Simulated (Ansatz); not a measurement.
CH5NbO4 (`C[O][Nb](=[O])([OH])[OH]`). Total charge 0; spin multiplicity 1. Nb takes the def2 core potential. Geometry: relaxed with PBE0-D4/def2-TZVP. It is one conformer, not always the lowest.

```xyz
11

C    -1.952   -0.675    0.327
O    -0.871    0.139   -0.036
Nb    1.006    0.140   -0.129
O     1.577   -1.342    0.473
O     1.667    1.577    0.933
O     1.600    0.288   -1.938
H    -1.609   -1.638    0.718
H    -2.587   -0.852   -0.546
H    -2.547   -0.171    1.094
H     2.268    1.546    1.679
H     1.447    0.987   -2.575
```

(1) What is the dipole moment at ωB97M-V/def2-TZVPP? (Estimate.)

(2) And with PBE, r2SCAN, B3LYP? (An estimate is asked.)

(3) Give the Mulliken charges with ωB97M-V, B3LYP, r2SCAN in def2-TZVPP. (Estimate.)

Results:

(1) Computed: 2.47 D, with components (-1.57, 1.91, -0.02) D in this frame, pointing from negative to positive charge.

(2) The calculation gave: PBE 2.40 D, r2SCAN 2.47 D, B3LYP 2.49 D.

(3) Ansatz gave: 
```csv
atom,ωB97M-V,B3LYP,r2SCAN
C1,-0.16,-0.10,0.03
O2,-0.51,-0.52,-0.52
Nb3,1.49,1.52,1.50
O4,-0.53,-0.55,-0.54
O5,-0.52,-0.54,-0.55
O6,-0.52,-0.53,-0.55
H7,0.13,0.11,0.07
H8,0.12,0.10,0.06
H9,0.12,0.11,0.06
H10,0.20,0.21,0.22
H11,0.18,0.19,0.21
```

B3LYP here is the variant with VWN-RPA as its local correlation; programs differ in this.
